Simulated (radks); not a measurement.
The numbers below are computed, except where a source is named.
Problem. Species: Fe I. Configuration: [Ar] 3d6 4s2. Code: a radial shooting solver on a logarithmic mesh with Libxc functionals. Model: scalar-relativistic Kohn-Sham, PBE, spin-polarised, spherical densities, finite nucleus; open shells are filled with parallel spins first; Fermi nuclear charge, rms radius 3.7377 fm; hard spherical wall at 2.5 bohr. Some entries of the table are withheld. Estimate them.

orbital  occ.  eigenvalue (eV)  <1/r> (bohr^-1)  <r> (bohr)
1s down     1        -6970.340            25.98     0.05846
1s up       1        -6970.330            25.98     0.05846
2s up       1        -793.0519            5.552      0.2673
2s down     1        -791.1804            5.560      0.2669
2p up       3        -671.4335            5.447      0.2359
2p down     3        -670.0162            5.455      0.2355
3s up       1         -73.2698            1.719      0.8224
3s down     1         -68.9267            1.710      0.8257
3p up       3         -39.6364            1.575      0.8699
3p down     3         -35.4089            1.564      0.8757
3d up       5          13.5401            1.280      0.9834
3d down     1          17.5270            1.262      0.9994
4s up       1          36.6953           0.9285       1.523
4s down     1          38.9668           0.9253       1.527
4p up       0              (1)           0.9574       1.508
4p down     0              (2)           0.9572       1.510
4d up       0          75.9467            1.036         (3)
4d down     0          78.5359            1.046         (4)
5s up       0         160.8142            1.126         (5)
5s down     0         163.4695            1.127         (6)

Solution. 
(1) 4p up eigenvalue (eV): 50.9743
(2) 4p down eigenvalue (eV): 53.2592
(3) 4d up <r> (bohr): 1.400
(4) 4d down <r> (bohr): 1.393
(5) 5s up <r> (bohr): 1.454
(6) 5s down <r> (bohr): 1.452
